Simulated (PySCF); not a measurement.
# C5H12NSi: g tensor and hyperfine couplings

Compound: C₅H₁₂NSi (doublet state).
Geometry (GFN2-xTB, Å), atoms numbered from 1 in this order:
```xyz
19
C5H12NSi angstrom
C     -1.9924    1.3191    0.7722
C     -1.8431    0.0418   -0.0448
Si    -0.1609   -0.8069    0.2065
N     -0.1030   -2.1181   -0.9158
C      1.2555    0.3474   -0.3012
C      1.8636    1.2613    0.6505
C      2.6700    0.1211    0.2246
H     -1.9074    1.1058    1.8355
H     -1.2155    2.0318    0.5066
H     -2.9609    1.7854    0.5957
H     -1.9778    0.2775   -1.1009
H     -2.6461   -0.6470    0.2206
H      0.0138   -1.1734    1.6271
H     -0.8754   -2.7630   -0.9537
H      0.7637   -2.6151   -1.0430
H      1.2010    0.6749   -1.3346
H      1.5576    1.5782    1.6247
H      2.8538   -0.7013    0.9099
H      3.4937    0.2898   -0.4571
```

The hyperfine couplings belong to this conformer and change with its torsions.

Identity: `CC[Si@@H](N)[C@H]1[CH]C1` [radical].

Method used: UKS B3LYP, pcH-1 on C H N Si, non-relativistic, mean-field spin-orbit, GIAO in PySCF. Geometry: GFN2-xTB, one conformer, isolated molecule. Couplings are sensitive to structure, and on GFN2-xTB geometries they can be far from those on DFT ones. No stability test was run, so a lower SCF solution isn't excluded.

| Item | Value |
| --- | --- |
| g1, g2, g3 | 2.00219, 2.00274, 2.00290 |
| g_iso | 2.00261 |
| Form of g | rhombic: the two nearest values differ by 22 % of g3 − g1 |
| ⟨S²⟩ | 0.7530 (exact 0.7500) |
| HOMO–LUMO gap, α and β orbitals | 6.66, 5.04 eV |
| Total energy | -541.97356 Eh |
| Basis functions | 305 |

Hyperfine couplings atom by atom, in MHz; T1 to T3 are the principal values of the dipolar part; ρ(0) is the spin density at the nucleus:

```csv
atom,isotope,a_iso,of which spin–orbit,T1,T2,T3,Mulliken spin population,ρ(0) (bohr⁻³)
C1,13C,0.0,0.0,-0.3,-0.3,0.5,0.00,0.0000
C2,13C,-0.5,0.0,-0.3,-0.2,0.5,0.00,-0.0005
Si3,29Si,-47.6,0.1,-9.4,4.5,4.9,0.04,0.0536
N4,14N,3.9,0.0,-0.3,-0.3,0.6,0.00,0.0120
C5,13C,-22.1,0.0,-5.9,-1.4,7.4,-0.04,-0.0197
C6,13C,289.2,-0.1,-75.2,-70.5,145.7,0.96,0.2573
C7,13C,-16.2,0.0,-3.9,-0.2,4.1,-0.04,-0.0144
H8,1H,0.2,0.0,-1.1,-1.0,2.1,0.00,0.0000
H9,1H,0.0,0.0,-2.0,-1.9,3.9,0.00,0.0000
H10,1H,0.1,0.0,-0.6,-0.6,1.2,0.00,0.0000
H11,1H,0.0,0.0,-0.9,-0.8,1.8,0.00,0.0000
H12,1H,0.1,0.0,-0.6,-0.6,1.2,0.00,0.0000
H13,1H,-0.1,0.0,-2.3,-1.6,3.9,0.00,0.0000
H14,1H,6.1,0.0,-0.9,-0.6,1.5,0.00,0.0014
H15,1H,0.1,0.0,-1.4,-0.7,2.2,0.00,0.0000
H16,1H,100.8,0.0,-6.2,-4.6,10.8,0.04,0.0225
H17,1H,-1.0,0.0,-33.3,-3.7,37.0,-0.01,-0.0002
H18,1H,42.9,0.0,-4.8,-2.2,7.0,0.02,0.0096
H19,1H,70.6,0.0,-5.9,-4.1,10.0,0.03,0.0158
```

The largest Mulliken spin population is on C6 (+0.96). The angles at C6 add up to 325.7°, so it is pyramidal.

Under fast tumbling the dipolar parts average out, and these isotropic splittings remain: 1 × 1H (H16, I = 1/2, 2 lines) with 3.60 mT, 1 × 1H (H19, I = 1/2, 2 lines) with 2.52 mT, 1 × 1H (H18, I = 1/2, 2 lines) with 1.53 mT, 1 × 14N (N4, I = 1, 3 lines) with 0.14 mT, 2 × 1H (H14/H15, I = 1/2, 3 lines) with 0.11 mT and 1 × 1H (H17, I = 1/2, 2 lines) with 0.04 mT.

Means are taken over nuclei equivalent by connectivity, which assumes that they swap fast. The 1H value of +3.1 MHz is a mean of couplings from 0.1 to 6.1 MHz in this one geometry, not an average over conformers.

The 13C coupling of C6 (289.2 MHz) shows only in satellite lines or after enrichment, since that isotope makes up about 1.07 % of natural carbon.

The 29Si coupling of Si3 (-47.6 MHz) shows only in satellite lines or after enrichment, since that isotope makes up about 4.7 % of natural silicon.
